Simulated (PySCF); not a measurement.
**Si4H11N**

The system: Si4H11N, a small molecule; neutral, singlet. The structure, one conformer, was relaxed in the gas phase by PBE0-D3(BJ)/def2-SVP. No frequency run checks that it is a minimum.

SMILES: N[Si]([SiH3])([SiH3])[SiH3]

```xyz
16

Si    1.012   -1.535    1.302
Si   -0.140    0.213    0.244
Si   -1.885   -0.720   -1.015
Si    1.358    1.252   -1.255
N    -0.825    1.251    1.475
H     0.090   -2.363    2.140
H     2.095   -0.991    2.181
H     1.641   -2.410    0.263
H    -1.307   -1.516   -2.142
H    -2.740   -1.616   -0.177
H    -2.749    0.359   -1.592
H     2.511    1.858   -0.514
H     0.674    2.348   -2.014
H     1.900    0.265   -2.243
H    -0.202    1.598    2.197
H    -1.445    1.996    1.171
```
(Å; atoms numbered from 1)

Shieldings: GIAO PBE0/pcSseg-1. Shifts are against computed references at the same level: H TMS (σ 31.27 ppm), Si TMS (σ 352.0 ppm). Core levels by delta-SCF with SCAN, pcX-2 on the ionised atom and pcseg-1 elsewhere, spin-free X2C (2p3/2 is the spin-free 2p value less a third of a first-order spin-orbit splitting); from the vacuum level, for chosen atoms.

Task: Give the NMR and core-level values of the distinct atoms.

Result: 
```csv
atoms,bonded to,σ (ppm),δ (ppm),core level (eV)
Si1 Si3,1 Si + 3 H,454.1,-102.1,2p3/2 106.28
Si2,1 N + 3 Si,400.3,-48.3,2p3/2 106.10
Si4,1 Si + 3 H,457.2,-105.2,2p3/2 106.10
N5,1 Si + 2 H,271.1,-,1s 404.52
H6 H7 H8,1 Si,27.58,3.69,-
H9 H10 H11,1 Si,27.59,3.67,-
H12 H13 H14,1 Si,27.77,3.50,-
H15,1 N,31.78,-0.52,-
H16,1 N,31.81,-0.54,-
```

Values are those of this one static structure, with the three H of a rotating XH3 group averaged; atoms that internal rotation interchanges would show their mean in an NMR spectrum.

Task: By CAM-B3LYP/def2-SVPD (TDDFT singlets, Tamm-Dancoff triplets, ionisation by delta-SCF), where does absorption start, and what does vertical ionisation take?

Result: The lowest singlet lies at 5.26 eV (f 0.002), the strongest of the first 6 at 6.24 eV (f 0.064), the lowest triplet at 4.83 eV; vertical ionisation takes 8.79 eV.
